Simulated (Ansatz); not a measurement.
System: C$_{6}$H$_{7}$, charge -1, multiplicity 1. It need not be the lowest isomer of its formula. Whether it binds its extra electron was not tested at this geometry. 
Geometry from a B3LYP-D3(BJ)/def2-TZVP (Ansatz, a program for electronic structure) optimisation:
```
C
C 1 1.4112
H 2 1.0851 1 125.39
C 1 1.4112 2 107.47 3 -179.96
H 4 1.0851 1 125.39 2 179.96
C 2 1.4128 3 126.20 1 179.90
H 6 1.0840 2 126.04 3 1.39
C 6 1.4093 7 126.09 2 -178.37
H 8 1.0840 6 126.09 7 0.00
C 1 1.5004 2 126.23 3 2.72
H 10 1.0969 1 111.56 2 -31.78
H 10 1.0969 11 107.01 1 122.27
H 10 1.1020 11 106.36 12 113.38
```
Charge -1, spin multiplicity 1.

Basis-set convergence of Hartree-Fock and MP2 correlation energies (hartree) with Ansatz. Correlated levels leave the core frozen unless marked. No spin-orbit coupling. Non-relativistic.

```json
[
 {"basis": "aug-cc-pVDZ", "functions": "201", "E(HF)": "-231.26383", "E(corr, MP2)": "-0.86303"},
 {"basis": "aug-cc-pVTZ", "functions": "437", "E(HF)": "(withheld)", "E(corr, MP2)": "(withheld)"}
]
```

**Question.** Some entries are withheld; supply them.

**Answer.** 
- aug-cc-pVTZ, E(HF): -231.31667
- aug-cc-pVTZ, E(corr, MP2): -1.02246
